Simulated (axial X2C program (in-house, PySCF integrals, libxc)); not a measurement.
Spin–orbit effects down a group: molecules with Se (ions), PBE0

Calculated with an in-house all-electron X2C program for linear molecules (integrals from PySCF), spin-free (one-electron X2C) or two-component (2c: spin–orbit coupling with atomic mean-field Coulomb and Gaunt terms, which also bring small scalar terms), in Dyall basis sets with cores contracted in-house; open shells are unrestricted.

Basis sets: Be dyall-cv3z, Ca dyall-cv3z, Mg dyall-cv3z, Se dyall-cv3z, Sr dyall-cv3z.

```
molecule   spin-free state  Re (Å)  ωe (cm⁻¹)  De (eV)  2c state  Re 2c (Å)  ωe 2c (cm⁻¹)  De 2c (eV)
   BeSe⁺  M_S = 1/2, Λ = 1   1.960      745.3     3.15   Ω = 3/2      1.962         740.6        3.19
   MgSe⁺  M_S = 1/2, Λ = 1   2.359      383.2     1.90   Ω = 3/2      2.362         379.8        1.95
   CaSe⁺  M_S = 1/2, Λ = 1   2.574      313.0     2.60   Ω = 3/2      2.576         312.1        2.64
   SrSe⁺  M_S = 1/2, Λ = 1   2.720      236.7     2.53   Ω = 3/2      2.720         236.2        2.57
```

(1) Work out the shifts from the spin-free to the two-component result.

Fragments in 2c: Se + Be+, Se + Mg+, Se + Ca+, Sr+ + Se. Each entry is the lowest single determinant of a limited PBE0 search at one distance. De goes to single-determinant-based atoms at the same level (for ions the charge split of lowest energy) and is withheld (n/a) where an atom does not fit its ground term or J level. Main or longest-lived isotopes. The functionals have no current term, which raises determinants with orbital currents.

Results:

(1) 

```json
{"molecule": "BeSe⁺", "2c state": "Ω = 3/2", "ΔRe (Å)": "0.002", "Δωe (cm⁻¹)": "-4.7", "ΔDe (eV)": "0.04"}
{"molecule": "MgSe⁺", "2c state": "Ω = 3/2", "ΔRe (Å)": "0.003", "Δωe (cm⁻¹)": "-3.4", "ΔDe (eV)": "0.05"}
{"molecule": "CaSe⁺", "2c state": "Ω = 3/2", "ΔRe (Å)": "0.002", "Δωe (cm⁻¹)": "-0.9", "ΔDe (eV)": "0.04"}
{"molecule": "SrSe⁺", "2c state": "Ω = 3/2", "ΔRe (Å)": "0.000", "Δωe (cm⁻¹)": "-0.5", "ΔDe (eV)": "0.04"}
```

Shifts of one unit in the last digit are rounding.
